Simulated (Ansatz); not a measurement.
# One elementary step

Start structure (BNH3BrF2, singlet), relaxed at PBE0-D4/def2-TZVP:

```
8
angstrom
B -0.7239 -0.3905 -0.8628
N 0.5231 0.1577 -0.5134
F -0.8997 -1.7019 -0.9005
F -1.7574 0.3933 -1.1266
H 0.3829 0.3253 1.5470
Br 0.4175 0.4971 2.9761
H 0.7103 1.1376 -0.6441
H 1.3471 -0.4186 -0.4758
```

The step: BNH₂F₂ ([NH2][B]([F])[F]) + HBr → BBrF₂ ([F][B]([F])[Br]) + NH₃ (still joined by a long B–N bond); bonds formed: B1–Br6, N2–H5; bonds broken: H5–Br6; bonds weakened to dative contacts: B1–N2. Computed with Ansatz 0.2.0 (basis: def2-TZVPP and def2-QZVPP); correlated methods freeze the cores. Filled d shells of the heavier atoms are correlated. The def2 sets are not built for correlating such inner shells, so the correlated values are less sure here. Extrapolation: Hartree–Fock as exp(−7.88 √X), correlation as X^−2.97. Energies below are by CCSD(T) at an estimated basis limit (MP2 extrapolated from triple and quadruple zeta, plus CCSD(T) − MP2 in triple zeta).

(1) What are the electronic barrier and the energy of the step, from the start structure to the end structure? (An estimate is asked for; the value comes from the calculation.)

T1 diagnostic: at most 0.011.

Answers

(1) The calculation gives: Barrier 0.613 eV; step energy -0.499 eV (downhill); reverse barrier, their difference, 1.112 eV. Barrier and step energy count from the start structure, the reverse barrier from the end structure.

The saddle point: One imaginary mode of 640i cm⁻¹.
```
  pair  start (Å)  saddle (Å)  end (Å)
B1–Br6       4.10        2.84     2.03
 N2–H5       2.07        1.21     1.02
 B1–N2       1.41        1.50     1.64
H5–Br6       1.44        1.78     3.00
```

Zero-point energy (harmonic, PBE0-D4): ZPE is 1.228 eV at the start and 1.226 eV at the saddle, so the barrier goes from 0.613 to 0.611 eV.

Labels in which every atom is bracketed show which atoms are joined, not bond orders.

For scale, one of the runs: CCSD(T)/def2-TZVPP, 214 basis functions, launched by `ansatz run in.yaml --threads 8 --pin off --events-out ev --progress --plain --max-ram 19148MiB`. Hardware: 8 CPU threads of an AMD EPYC 9R45, shared host. Wall time 26 s; peak host memory 3.6 GiB.
